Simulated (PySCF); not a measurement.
# Reading the logs of faulty runs: AlClHO2 anion

These are calculations, not measurements. The program is PySCF 2.14.0, an open-source quantum chemistry code, run on an isolated molecule that a program drew, which may never have been made. The molecule is AlClHO2 anion (charge -1, singlet), drawn as the SMILES string `[O-][Al]([OH])[Cl]`.

Each row is a Hartree-Fock (HF) and frozen-core CCSD(T) single point in the aug-cc-pV(D+d)Z basis, meant for a local HF minimum. Run 1 is clean. Each other run has one planted mistake out of seven kinds, and not every kind appears here: one electron removed, one electron added, multiplicity raised by two, geometry at a saddle point, minimal basis STO-3G, one bond length entered in bohr, all coordinates scaled. The reference is restricted for singlets and unrestricted otherwise, and also for a bond in bohr. Adding or removing an electron swaps singlet and doublet. Electrons count all cores. HOMO and LUMO are orbital energies over both spins, the gradient is its largest component, and the lowest frequency (negative if imaginary) is given only where the gradient is small. Bond lengths are over the 4 bonds as drawn. T1 is the CCSD diagnostic: over 0.02 (restricted) or 0.045 (unrestricted) a single reference is doubtful.

Geometry of the clean run:
```xyz
5
AlClHO2 anion, angstrom
O    -0.3457   -0.5754   -2.5609
Al   -1.6655    0.3200   -2.3762
O    -2.5186    0.8263   -0.9608
Cl   -2.8496    1.2255   -4.0320
H    -3.2833    1.3574   -1.0910
```

| run | electrons | basis functions | <S^2> | HOMO (eV) | LUMO (eV) | gradient (hartree/bohr) | lowest frequency (cm^-1) | mean bond (Å) | longest bond (Å) | T1 | HF (hartree) | CCSD(T) (hartree) | mistake |
|---|---|---|---|---|---|---|---|---|---|---|---|---|---|
| 1 | 48 | 119 | 0.000 | -5.17 | 3.62 | 1.7e-05 | 211 | 1.6255 | 2.228 | 0.0188 | -851.94893 | -852.62309 | no fault |
| 2 | 48 | 119 | 0.000 | -5.40 | 2.76 | 3.3e-02 | - | 2.1210 | 4.210 | 0.0234 | -851.85542 | -852.53513 | one bond length entered in bohr |
| 3 | 48 | 119 | 0.000 | -5.25 | 3.63 | 6.0e-02 | - | 1.7376 | 2.382 | 0.0213 | -851.92643 | -852.61552 | all coordinates scaled |
| 4 | 47 | 119 | 0.756 | -12.45 | 0.03 | 1.1e-01 | - | 1.6255 | 2.228 | 0.0149 | -851.87972 | -852.48272 | one electron removed |
| 5 | 48 | 29 | 0.000 | 1.23 | 17.13 | 6.1e-02 | - | 1.6255 | 2.228 | 0.0256 | -841.80778 | -841.95323 | ? |
| 6 | 48 | 119 | 2.006 | 0.40 | 3.28 | 9.7e-02 | - | 1.6255 | 2.228 | 0.0285 | -851.86122 | -852.48398 | ? |

**Which mistake was planted in run 5, and what did it cost?**

It has 29 basis functions where the clean run has 119, with the same electrons and geometry. So the mistake is: minimal basis STO-3G. Subtracting run 1 and multiplying by 627.51 kcal/mol a hartree, the energy moved by 6363.7 kcal/mol in HF and 6695.4 kcal/mol in CCSD(T).

**Which mistake was planted in run 6, and what did it cost?**

Electrons, basis and geometry are unchanged, and <S^2> is 2.006, beside S(S+1) = 2.00 for a multiplicity of 3. So the mistake is: multiplicity raised by two. Subtracting run 1 and multiplying by 627.51 kcal/mol a hartree, the energy moved by 55.0 kcal/mol in HF and 87.3 kcal/mol in CCSD(T).

Cautions from the logs. Run 3: T1 is over the limit, so its CCSD(T) energy is less reliable; run 5: T1 is over the limit, so its CCSD(T) energy is less reliable and the HOMO is above zero, so the electron isn't bound and the energy depends on the basis; run 6: the HOMO is above zero, so the electron isn't bound and the energy depends on the basis.
